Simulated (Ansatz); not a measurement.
Cost and result for the atomization energy of `O[SiH](Cl)C1=CN1` (10 atoms, 10 bonds).

```xyz
10

O     1.969   -0.078    1.152
Si    1.163   -0.587   -0.168
Cl    0.910   -2.622   -0.192
C    -0.514    0.121   -0.228
C    -1.793    0.176   -0.232
N    -1.229    1.475    0.083
H     1.497   -0.041    1.986
H     1.987   -0.207   -1.327
H    -2.769   -0.274   -0.301
H    -1.220    2.038   -0.772
```

Charge 0, multiplicity 1. The structure was optimised at the PBE0-D4/def2-TZVP level. It is one conformer, not always the lowest. Program: Ansatz. All runs use 4 threads of an Arm Neoverse V1 on a shared host. Times are those of one run each, without the atoms' runs, and a repeat can differ threefold. Electronic energies, without spin–orbit coupling; frozen cores. CCSD(T)/CBS adds CCSD(T) − MP2 in def2-TZVPP to the MP2 limit, and its time is that of the two runs behind it. T1 = 0.012; the RHF reference is unstable towards UHF. B3LYP takes the VWN-RPA correlation (the form of Gaussian; ORCA's B3LYP/G).

CCSD(T)/CBS is a level of theory with its own doubt, some kJ/mol a heavy atom from the limit and from the frozen cores, so smaller differences don't rank the functionals.

```
                             level  functions  wall time
   PBE-D4/def2-TZVPP (with forces)        264      3.1 s
                PBE0-D4/def2-TZVPP        264      3.8 s
r2SCAN-D4/def2-TZVPP (with forces)        264        6 s
 B3LYP-D4/def2-TZVPP (with forces)        264      6.5 s
                 B2PLYP/def2-TZVPP        264      7.5 s
                ωB97X-V/def2-TZVPP        264      9.5 s
  ωB97M-V/def2-TZVPP (with forces)        264       14 s
                    MP2/def2-QZVPP        488       36 s
                CCSD(T)/def2-TZVPP        264    4.1 min
                 CCSD(T)/CBS(def2)          –    4.7 min
```

What atomization energy does each give, and how far from CCSD(T)/CBS? (Estimate.)

Ansatz gave: 
| level | atomization (kcal/mol) | difference from CCSD(T)/CBS | per bond |
| --- | --- | --- | --- |
| PBE-D4/def2-TZVPP (with forces) | 943.0 | 30.6 | 3.1 |
| PBE0-D4/def2-TZVPP | 915.4 | 3.0 | 0.3 |
| r2SCAN-D4/def2-TZVPP (with forces) | 914.3 | 1.9 | 0.2 |
| B3LYP-D4/def2-TZVPP (with forces) | 908.6 | -3.8 | -0.4 |
| B2PLYP/def2-TZVPP | 900.0 | -12.4 | -1.2 |
| ωB97X-V/def2-TZVPP | 915.0 | 2.6 | 0.3 |
| ωB97M-V/def2-TZVPP (with forces) | 916.3 | 3.9 | 0.4 |
| MP2/def2-QZVPP | 929.5 | 17.1 | 1.7 |
| CCSD(T)/def2-TZVPP | 880.1 | -32.3 | -3.2 |
| CCSD(T)/CBS(def2) | 912.4 | 0.0 | 0.0 |

In def2-TZVPP, CCSD(T) changes the Hartree–Fock value by +268.8 kcal/mol (the triples alone add +20.7 kcal/mol) and MP2 by +298.9 kcal/mol; breaking electron pairs costs correlation energy, which Hartree–Fock lacks. The D4 term adds +9.6 kcal/mol with B3LYP and +5.1 kcal/mol with PBE0; it sums over pairs of atoms, weighted by their polarisabilities, and B3LYP, whose exchange is more repulsive, gets the larger term. From PBE to PBE0 (25 % exact exchange), in def2-TZVPP and without D4, the atomization energy moves by −26.6 kcal/mol: exact exchange takes away binding that semilocal exchange gives to molecules.
